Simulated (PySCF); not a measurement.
**Fine-structure interval of K(6+) by level of theory**

K(6+) [Ne] 3s2 3p1 [3p1/2^1, M_J = 1/2] → K(6+) [Ne] 3s2 3p1 [3p3/2^1, M_J = 3/2], as a difference of total energies. Computed with PySCF 2.14 in an uncontracted even-tempered set (20 s from 0.27 bohr⁻², ratio 2.4; 13 p from 0.35 bohr⁻², ratio 2.4; 5 d from 1.8 bohr⁻², ratio 2.6; 5 f from 2.7 bohr⁻², ratio 2.6), with the two-component X2C-1e Hamiltonian. Correlated levels: 1s2 frozen; the 52 highest virtual spinors dropped. "Screened" scales the spin-orbit matrix elements by Boettger's factors to mimic the two-electron term; Breit and QED terms are absent.

```
                    method  fine-structure interval (cm⁻¹)
 GHF (screened spin-orbit)                          4502.5
GMP2 (screened spin-orbit)                          3248.9
     GHF (bare spin-orbit)                          4893.3
```

GHF and GMP2 differ strongly here because the two determinants are spin-polarised to different degrees; the interval is a small difference of such terms.
